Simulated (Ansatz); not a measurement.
Reaction (ligand exchange at the Si–C bond): `OCCC[SiH3]` + `O[Si]F` → `F[Si]O[SiH3]` + `CCCO`

Computed with Ansatz on PBE0-D4/def2-TZVP structures; ΔE is electronic, products minus reactants. CCSD(T)/CBS is the MP2 limit (def2-TZVPP, def2-QZVPP) plus CCSD(T) − MP2 in def2-TZVPP, frozen cores. This one scheme is used for every species. DFT in def2-TZVPP. B3LYP here is the variant with VWN-RPA as its local correlation; programs differ in this. One conformer a species, not always the lowest.

```json
{"level": "PBE0-D4", "ΔE (kJ/mol)": "-97.8"}
{"level": "ωB97X-V", "ΔE (kJ/mol)": "-105.1"}
{"level": "B2PLYP", "ΔE (kJ/mol)": "-113.8"}
{"level": "PBE", "ΔE (kJ/mol)": "-96.4"}
{"level": "B3LYP", "ΔE (kJ/mol)": "-115.2"}
{"level": "CCSD/def2-TZVPP", "ΔE (kJ/mol)": "-110.6"}
{"level": "CCSD(T)/def2-TZVPP", "ΔE (kJ/mol)": "-107.1"}
{"level": "HF/CBS(def2)", "ΔE (kJ/mol)": "-136.8"}
```

(1) What does CCSD(T)/CBS give? (An estimate is asked.)

Largest T1 diagnostic among the species: 0.015.

Results:

(1) Computed: -106.7 kJ/mol. The listed levels differ from it by 8.9, 1.6, -7.1, 10.3, -8.5, -3.9, -0.4, -30.1 kJ/mol.

In def2-TZVPP, CCSD(T) changes the Hartree–Fock value by +27.2 kJ/mol (the triples alone add +3.5 kJ/mol) and MP2 by +26.7 kJ/mol. From PBE to PBE0 (25 % exact exchange), in def2-TZVPP and without D4, ΔE moves by −4.5 kJ/mol. The D4 term adds +5.3 kJ/mol with B3LYP and +3.1 kJ/mol with PBE0; it sums over pairs of atoms, weighted by their polarisabilities, and B3LYP, whose exchange is more repulsive, gets the larger term.
